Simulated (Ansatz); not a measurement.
Isolated molecules relaxed with PBE0-D4/def2-TZVP in Ansatz; ΔE leaves out vibrations. CCSD(T)/CBS is the MP2 limit (def2-TZVPP, def2-QZVPP) plus CCSD(T) − MP2 in def2-TZVPP, frozen cores. This one scheme is used for every species. Functionals use def2-TZVPP. B3LYP here is the variant with VWN-RPA as its local correlation; programs differ in this. HSE06 is defined as in plane-wave codes. Each species was taken in one conformer, which may not be the lowest.

`CCS[SiH3]` + CH₃SH → `CSCS[SiH3]` + CH₄  (substitution at a C–C bond)

| level | ΔE (kJ/mol) | difference from CCSD(T)/CBS |
| --- | --- | --- |
| LDA (SPW92) | -18.7 | -6.9 |
| PBE-D4 | -19.0 | -7.2 |
| BLYP-D4 | -19.9 | -8.1 |
| B97M-V | -12.8 | -1.0 |
| PBE0-D4 | -14.2 | -2.4 |
| B3LYP-D4 | -15.1 | -3.3 |
| r2SCAN0-D4 | -12.0 | -0.2 |
| HSE06-D4 | -14.1 | -2.3 |
| BHLYP-D4 | -10.8 | 1.0 |
| CAM-B3LYP-D4 | -9.2 | 2.6 |
| ωB97M-V | -12.4 | -0.6 |
| B2PLYP | -6.8 | 5.0 |
| PBE-QIDH | -9.5 | 2.3 |
| PBE | -10.9 | 0.9 |
| revPBE | -6.1 | 5.7 |
| BLYP | -3.6 | 8.2 |
| r2SCAN | -13.1 | -1.3 |
| PBE0 | -6.9 | 4.9 |
| B3LYP | -1.9 | 9.9 |
| r2SCANh | -11.6 | 0.2 |
| r2SCAN0 | -9.4 | 2.4 |
| HSE06 | -7.1 | 4.7 |
| BHLYP | 1.4 | 13.2 |
| CAM-B3LYP | -1.4 | 10.4 |
| LC-ωPBE | -4.5 | 7.3 |
| RPA@PBE/def2-TZVPP | -3.6 | 8.2 |
| HF/def2-SVP | 13.0 | 24.8 |
| MP2/def2-SVP | -7.3 | 4.5 |
| CCSD(T)/def2-SVP | -2.5 | 9.3 |
| HF/def2-TZVPP | 11.9 | 23.7 |
| MP2/def2-TZVPP | -14.5 | -2.7 |
| SCS-MP2/def2-TZVPP | -8.4 | 3.4 |
| CCSD/def2-TZVPP | -2.7 | 9.1 |
| CCSD(T)/def2-TZVPP | -7.9 | 3.9 |
| HF/def2-QZVPP | 12.6 | 24.4 |
| MP2/def2-QZVPP | -16.5 | -4.7 |
| SCS-MP2/def2-QZVPP | -10.0 | 1.8 |
| HF/CBS(def2) | 12.7 | 24.5 |
| MP2/CBS(def2) | -18.4 | -6.6 |
| CCSD/CBS(def2) | -6.7 | 5.1 |
| CCSD(T)/CBS | -11.8 | 0 |

Largest T1 diagnostic among the species: 0.011.

From BLYP to BHLYP (50 % exact exchange), in def2-TZVPP and without D4, ΔE moves by +4.9 kJ/mol. At CCSD(T), def2-SVP lies +9.3 kJ/mol from the extrapolated value and def2-TZVPP +3.9 kJ/mol. In def2-TZVPP, CCSD(T) changes the Hartree–Fock value by −19.7 kJ/mol (the triples alone add −5.1 kJ/mol) and MP2 by −26.3 kJ/mol.
